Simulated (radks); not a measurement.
The numbers below are computed, except where a source is named.
Polarisability of neutral rhodium, [Kr] 4d8 5s1, at imaginary frequency. Code: a radial shooting solver on a logarithmic mesh with Libxc functionals. Model: scalar-relativistic Kohn-Sham, LDA (Slater exchange, VWN5 correlation), spin-unpolarised, spherical densities, finite nucleus; Fermi nuclear charge, rms radius 4.4945 fm. Response by self-consistent Sternheimer equations with the Hartree and adiabatic LDA kernel, the relativistic mass of each level held fixed and spin-orbit coupling left out.

w (hartree)  alpha1(iw) (bohr^3)
0.00266                    53.19
0.0143                     52.85
0.0360                     51.05
0.0697                     46.16
0.118                      37.88
0.186                      28.36
0.280                      20.09
0.413                      13.89
0.605                      9.449
0.892                      6.223
1.35                       3.841
2.12                       2.111
3.59                      0.9572
6.94                      0.3258
17.5                     0.07223

Static values: alpha1 = 53.21 bohr^3 (7.884 angstrom^3; uncoupled 91.44). C6 = 471.9, triple-dipole C9 = 16850 atomic units. One-pole (London) frequency 4 C6 / (3 alpha1^2) = 0.222 hartree, against 0.168 for minus the highest occupied eigenvalue. Recommended static value: 66 bohr^3 (Schwerdtfeger and Nagle, 2023 table).

Beside tabulated values, note that spin-unpolarised runs miss the spin-polarisation part of the exchange energy of open shells.
